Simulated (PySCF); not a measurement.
## Broadened absorption spectrum of C4H2F4

Compound: C₄H₂F₄.
SMILES: `FC1=C[C@H]1C(F)(F)F`

The calculation used TDDFT CAM-B3LYP/def2-SVPD, vertical, gas phase, core orbitals frozen in the response (PySCF). Geometry: GFN2-xTB; no solvent, vibrations or thermal averaging. Torsions of this conformer, `[F:1][C:2]1=[CH:3][C@H:4]1[C:5]([F:6])([F:7])[F:8]`: C3–C4–C5–F6 -89°.

Computed states:

| state | E (eV) | f |
| --- | --- | --- |
| S1 | 7.09 | 0.083 |
| S2 | 7.36 | 0.014 |
| S3 | 7.61 | 0.011 |
| S4 | 8.24 | 0.0066 |
| S5 | 8.47 | 0.0019 |
| S6 | 8.61 | 0.018 |
| S7 | 9.07 | 0.045 |
| S8 | 9.21 | 0.027 |

Broadening: Gaussians 0.4 eV wide at half height, area fixed by f = 4.319×10⁻⁹ ∫ε dν̃. The cross-section is σ = 3.8235×10⁻²¹ ε cm², given in Mb (10⁻¹⁸ cm²). The width is an assumption, not a result. The curve ends short of the highest state used, and states not computed would add to its high-energy end.

Problem. What does the envelope look like, and where are its maxima?

Solution. 
λ (nm), σ (Mb) and a bar:
```
    144.0       5.33 #######
    146.1       4.65 ######
    148.1       3.43 #####
    150.2       2.45 ###
    152.2       1.67 ##
    154.3       0.98 #
    156.3       0.82 #
    158.4       1.42 ##
    160.4       2.54 ###
    162.5       3.83 #####
    164.5       5.09 #######
    166.6       7.08 #########
    168.6      10.49 ##############
    170.7      15.73 #####################
    172.7      20.56 ###########################
    174.8      22.51 ##############################
    176.8      20.04 ###########################
    178.9      14.31 ###################
    180.9       8.52 ###########
    183.0       4.06 #####
    185.0       1.68 ##
    187.1       0.56 #
    189.1       0.17 
    191.2       0.04
```

Maxima: 175 nm (7.10 eV), ε about 5900, made up of S1 (95%) (ε in L mol⁻¹ cm⁻¹; maxima over ε = 5, shares over 10%). At its high-energy end, 8.61 eV, the curve is still rising (ε about 1400, from S6).

Problem. Coming from long wavelengths, where does ε first pass 100 L mol⁻¹ cm⁻¹?

Solution. At about 188 nm (6.60 eV), 0.48 eV below S1.

Problem. What would ε be at 7.10 eV, the highest of these maxima, with half the width (0.2 eV)?

Solution. About 11100 L mol⁻¹ cm⁻¹ against 5890, a factor of about 1.9; a lone state at its own centre would give exactly 2.
